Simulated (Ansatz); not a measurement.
Start from `[F][In]([F])[O]CC(F)(F)F` and change one atom or group to get `N#CCC(F)(F)F`.

Ansatz, PBE0-D4/def2-TZVP geometries, multiplicity 1. Each molecule was computed in one conformer, which needn't be the lowest.

Elements past krypton have def2 core potentials.

```
                                        property  `[F][In]([F])[O]CC(F)(F)F`
           LUMO energy (ωB97M-V/def2-TZVPP) / eV                       -0.69
             LUMO energy (B3LYP/def2-TZVPP) / eV                       -3.06
             HOMO energy (B3LYP/def2-TZVPP) / eV                       -8.74
           HOMO–LUMO gap (B3LYP/def2-TZVPP) / eV                        5.67
            HOMO–LUMO gap (PBE0/def2-TZVPP) / eV                        6.29
size of the dipole moment (B3LYP/def2-TZVPP) / D                        2.90
```

Problem. Give the same properties after the change, and the shifts. (Best estimate.)

Solution. Computed: 
```
                                        property  `N#CCC(F)(F)F`  shift
           LUMO energy (ωB97M-V/def2-TZVPP) / eV            1.96   2.65
             LUMO energy (B3LYP/def2-TZVPP) / eV           -0.28   2.78
             HOMO energy (B3LYP/def2-TZVPP) / eV           -9.84  -1.10
           HOMO–LUMO gap (B3LYP/def2-TZVPP) / eV            9.56   3.89
            HOMO–LUMO gap (PBE0/def2-TZVPP) / eV           10.11   3.82
size of the dipole moment (B3LYP/def2-TZVPP) / D            3.29   0.39
```

With PBE0 the HOMO falls by 1.12 eV and the LUMO rises by 2.70 eV, so the gap widens by about 3.82 eV. PBE moves the HOMO by -1.38 eV and ωB97M-V by -1.05 eV. The zero-point energy changes by 2.7 kJ/mol with -6 modes. Dipoles are sizes alone; their direction can turn.

B3LYP here is the variant with VWN-RPA as its local correlation; programs differ in this.
